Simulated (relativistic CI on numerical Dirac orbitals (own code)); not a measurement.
What each ingredient does to the levels of Pm XXII

Base calculation: Dirac-Coulomb-Breit CI, KLI orbitals optimised for each configuration, model QED (radiative potential, 1s self-energy scaled to tabulated hydrogen-like ionisation energies), unscaled Slater integrals.

CI space (outside the closed core [Ar] 3d10): 4s²4p⁶4d⁴, 4s²4p⁵4d⁵, 4s²4p⁶4d³4f, 4s4p⁶4d⁵, 4s²4p⁵4d⁴4f, 4s²4p⁶4d³5s, 4s4p⁶4d⁴4f, 4s²4p⁶4d³5p, 4s²4p⁶4d²4f5s, 4s²4p⁶4d³5d, 4s²4p⁵4d⁴5s, 4s²4p⁶4d²5s5p, 4s²4p⁶4d³5f, 4s²4p⁶4d³6s, 4s²4p⁶4d³6p, 4s4p⁶4d³4f5s, 4p⁶4d⁵4f, 4s²4p⁶4d³6f, 4s²4p⁶4d³7p, 4p⁶4d⁶, 4p⁵4d⁷, 4p⁵4d⁶4f, 4s²4p⁶4d²5s², 4s²4p⁶4d4f5s², 4s²4p⁵4d²4f5s², 4s4p⁶4d²4f5s². Double excitations out of closed p, d and f shells are left out; levels of such configurations are missing from the list, as are those of other unlisted configurations, and high levels can miss mixing partners. These lack a partner that the ground configuration has and come out too high: 4s²4p⁵4d⁴5s.

Variants: (1) Breit term removed; (2) only the first 3 configurations. Shifts of the energy above 4s²4p⁶4d⁴ ⁵D0, in cm⁻¹, for the lowest level and the first level of each name with at least 55 % of one term (blank where a level changes its place among those of its configuration and J or its character, or is not in the variant):

```
        Level      Base     Δ(1)     Δ(2)
4s²4p⁶4d⁴ ⁵D0       0.0      0.0      0.0
4s²4p⁶4d⁴ ⁵D1   24094.2  +1109.8  +1102.8
4s²4p⁶4d⁴ ⁵D2   40942.7  +1706.6  +1720.5
4s²4p⁶4d⁴ ⁵D3   51515.8  +1899.4  +1913.2
4s²4p⁶4d⁴ ³G3   90007.3  +1995.3  +2662.4
4s²4p⁶4d⁴ ³H5   95859.4  +2656.6  +3670.5
4s²4p⁶4d⁴ ³H6  102698.8  +2979.8  +4041.2
4s²4p⁶4d⁴ ³P1  103183.8  +2237.6   +203.8
4s²4p⁶4d⁴ ³G4  113017.7  +2704.6  +3682.7
4s²4p⁶4d⁴ ³G5  146129.3  +3880.4  +3759.2
4s²4p⁶4d⁴ ¹I6  149729.6  +4012.2  +4299.0
4s²4p⁶4d⁴ ³D1  151187.9  +3177.4  +2564.2
4s²4p⁶4d⁴ ³P2  168306.0  +3008.7  +1860.2
4s²4p⁶4d⁴ ¹S0  171561.8  +3371.7  +1205.0
```

At this charge energies of transitions that change n are usually good to better than 1 %, and those within a shell (Δn = 0) to a few per cent. Terms inside the open d or f shell come out 10 to 20 % too wide with unscaled integrals.

Ionisation energy from the two ground configurations alone: base 651.136 eV; Breit term removed 651.424 eV. The NIST ASD value (theoretical) is 651 eV.

LS names give the leading component of a level, which can be under half, so a name can repeat, a term be missing and a line seem to break the LS rules.
